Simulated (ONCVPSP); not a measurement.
# Transferability test, ONCV potential for bromine (Br)

ONCVPSP 4.0.1 input, shortened (lines: element, Z, core and valence counts, functional; n l f; lmax; l rc ep ncon nbas qcut; lloc lpopt rc5 dvloc0; l nproj debl; icmod fcfact rcfact), PW91, scalar-relativistic:

```
  Br 35.00    5    3  -109134      upf
    1    0    2.00
    2    0    2.00
    2    1    6.00
    3    0    2.00
    3    1    6.00
    3    2   10.00
    4    0    2.00
    4    1    5.00
    2
    0    1.25    0.00    3    6    4.90
    1    1.80    0.00    4    7    4.70
    2    0.60    0.00    4    9   22.30
    4    5    0.55    6.00
    0    1    0.90
    1    3    1.10
    2    1    2.30
    3    6.00    1.55
```

Energies are relative to the spin-unpolarised reference configuration 3d10 4s2 4p5; without spin polarisation the order of configurations can differ from experiment.

| valence configuration | charge | ΔE all-electron (eV) | error AE − PS (meV) |
| --- | --- | --- | --- |
| 3d10 4s2 4p4 | +1 | 12.611 | -2.0 |
| 3d10 4s2 4p2 | +3 | 69.517 | -6.7 |
| 3d10 4s2 4p4.5 | +0.5 | 5.102 | -0.9 |

Question: What are ΔE and the potential's error for 3d10 4s2 4p3?

Answer: ΔE = 35.443 eV all-electron; the error (AE − PS) is -4.5 meV.

Note: ghosts flagged at negative energy: s at -511.4 eV; GHOST(+) flagged for p at 82.1 eV. A true bound ghost makes a file unfit for plane-wave use.
